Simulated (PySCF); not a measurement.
The same groups moved round the core (furan hydroxy+boryl). Isolated molecules, 0 K electronic values unless said otherwise. One relaxed conformer stands for each flexible species; it need not be the lowest. Strings in code marks are SMILES.

Level of theory: PBE-D3(BJ)/def2-TZVP // PBE-D3(BJ)/def2-SVP in PySCF 2.14.0. Excitations are Tamm–Dancoff values on a coarser integration grid. The basis has no diffuse functions, so Rydberg states are missing or too high.

| species | brightest of the four lowest singlets (TDA) (eV) | S1–T1 gap (TDA) (eV) | LUMO (eV) | T1 excitation (TDA) (eV) | S1 oscillator strength |
|---|---|---|---|---|---|
| `Bc1cc(O)co1` | 5.21 | 1.42 | -2.81 | (withheld) | 0.138 |
| `Bc1ccc(O)o1` | 4.70 | (withheld) | -2.51 | 2.74 | 0.559 |
| `Bc1ccoc1O` | (withheld) | 1.16 | -2.46 | 2.74 | 0.078 |
| `Bc1coc(O)c1` | (withheld) | 0.98 | -2.60 | 2.41 | 0.030 |
| `c1(cocc1O)B` | 5.34 | 0.58 | -2.87 | (withheld) | 0.018 |
| `o1c(c(O)cc1)B` | 5.02 | 1.64 | (withheld) | 2.79 | (withheld) |

### Question
Fill in the missing entries.

### Answer

- `Bc1cc(O)co1`, T1 excitation (TDA) (eV): 2.56
- `Bc1ccc(O)o1`, S1–T1 gap (TDA) (eV): 1.97
- `Bc1ccoc1O`, brightest of the four lowest singlets (TDA) (eV): 5.67
- `Bc1coc(O)c1`, brightest of the four lowest singlets (TDA) (eV): 5.77
- `c1(cocc1O)B`, T1 excitation (TDA) (eV): 2.42
- `o1c(c(O)cc1)B`, LUMO (eV): -2.69
- `o1c(c(O)cc1)B`, S1 oscillator strength: 0.095
